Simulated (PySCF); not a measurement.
Species: C8H12FN.
SMILES with atom numbers: `[H]/[N:2]=[CH:3]\[C@@:4]12[CH2:5][CH2:6][C@@H:7]([CH2:8][C@H:9]1[F:10])[CH2:11]2`

Cartesian coordinates in Å at the GFN2-xTB level; atoms count from 1:
```
atom  x, y, z in Å
H1     2.7680    1.4071    0.5213
N2     2.9502    1.0167   -0.4030
C3     1.9966    0.3836   -0.9110
C4     0.6406    0.1199   -0.3323
C5     0.5490   -1.2680    0.3388
C6    -0.9669   -1.5415    0.3911
C7    -1.5717   -0.2756   -0.2247
C8    -1.3785    0.8831    0.7601
C9     0.1319    1.1612    0.6825
F10    0.7329    1.0327    1.9174
C11   -0.5452    0.0671   -1.3049
H12    2.1741   -0.0586   -1.8895
H13    1.0721   -2.0092   -0.2659
H14    1.0082   -1.2532    1.3255
H15   -1.3186   -1.7040    1.4087
H16   -1.2282   -2.4186   -0.2009
H17   -2.6011   -0.3956   -0.5570
H18   -1.6607    0.6187    1.7782
H19   -1.9521    1.7591    0.4594
H20    0.3581    2.1837    0.3550
H21   -0.4338   -0.7113   -2.0569
H22   -0.7354    1.0222   -1.7928
```

Definitions: NICS(0) = −σiso at the ring centroid; NICS(1) = −σiso and NICS(1)zz = −σzz at ±1 Å along the ring normal z. Level: GIAO PBE0/pcSseg-1 (PySCF, non-relativistic, gas phase) on the GFN2-xTB geometry, one conformer.

Ring bond lengths (Å), with Mayer bond orders in brackets: C4–C5 1.544 (0.97), C5–C6 1.541 (1.03), C6–C7 1.532 (0.99), C7–C11 1.529 (0.95), C11–C4 1.535 (0.94); C4–C9 1.540 (0.95), C9–C8 1.538 (1.02), C8–C7 1.533 (1.00), C7–C11 1.529 (0.95), C11–C4 1.535 (0.94).

Task: Give the NICS values of each ring in ppm.

Result: 
```
           ring                                            type  NICS(0)  NICS(1), two faces  NICS(1)zz, two faces  rms pucker (Å)  centre to ring atoms, mean (Å)
C4–C5–C6–C7–C11  5-membered carbocycle; formal bonds all single     -7.9         -4.0 / -6.4           -4.6 / -9.4            0.26                            1.26
C4–C9–C8–C7–C11  5-membered carbocycle; formal bonds all single     -8.4         -5.8 / -7.6           -5.0 / -6.4            0.26                            1.26
```

Task: What do they say, and how far can they be read as aromaticity?

Result: 
- C4–C5–C6–C7–C11: mean NICS(1)zz -7.0 ppm, shielded. C4, C5, C6, C7, C11 have four or more neighbours, and the NICS criterion for π rings isn't applied. The two faces differ by 4.8 ppm, so no symmetry operation interchanges them.
- C4–C9–C8–C7–C11: mean NICS(1)zz -5.7 ppm, shielded. C4, C7, C8, C9, C11 have four or more neighbours; no verdict on aromaticity is drawn.

Task: At the first NICS(1) probe listed for ring C4–C5–C6–C7–C11, 1 Å off the ring, how large is the induced field along the normal in 11.7 T applied along it?

Result: NICSzz × B0 = -4.6 ppm × 11.7 T = -54 μT, against the applied field.

Task: Give the inner angles of the rings and the Hirshfeld charges of the ring atoms.

Result: 
- C4–C5–C6–C7–C11: C4 101.5° (-0.001 e), C5 103.4° (-0.072 e), C6 103.2° (-0.070 e), C7 101.8° (-0.025 e), C11 94.5° (-0.072 e); sum 504.4° against 540° for a flat convex ring.
- C4–C9–C8–C7–C11: C4 100.7° (-0.001 e), C9 103.6° (+0.065 e), C8 103.2° (-0.080 e), C7 101.5° (-0.025 e), C11 94.5° (-0.072 e); sum 503.5° against 540° for a flat convex ring.

Task: How shielded are the nuclei of the rings and their hydrogens (means over atoms taken as equivalent)?

Result: 
| atoms | environment | σ isotropic (ppm) | principal values of the symmetric part, first atom (ppm) |
| --- | --- | --- | --- |
| C4 | sp3 carbon at a ring junction | 126.7 | 106.6, 128.0, 145.5 |
| C5 | ring CH2 carbon | 159.6 | 136.4, 163.6, 178.7 |
| C6 | ring CH2 carbon | 154.3 | 142.1, 147.8, 173.0 |
| C7 | sp3 carbon at a ring junction | 147.2 | 135.1, 142.5, 164.0 |
| C8 | ring CH2 carbon | 144.4 | 125.7, 147.7, 159.9 |
| C9 | sp3 C–F carbon | 90.0 | 52.4, 78.9, 138.6 |
| C11 | ring CH2 carbon | 144.9 | 125.1, 152.0, 157.6 |
| H13 | methylene hydrogen | 30.18 | 25.3, 28.0, 37.2 |
| H14 | methylene hydrogen | 29.61 | 25.5, 28.0, 35.3 |
| H15 | methylene hydrogen | 30.15 | 26.4, 27.0, 37.0 |
| H16 | methylene hydrogen | 29.87 | 25.0, 26.9, 37.7 |
| H17 | methine hydrogen | 29.62 | 25.3, 26.1, 37.4 |
| H18 | methylene hydrogen | 30.25 | 26.8, 27.5, 36.4 |
| H19 | methylene hydrogen | 29.55 | 25.2, 26.9, 36.4 |

The list is cut; further classes of hydrogen are left out.
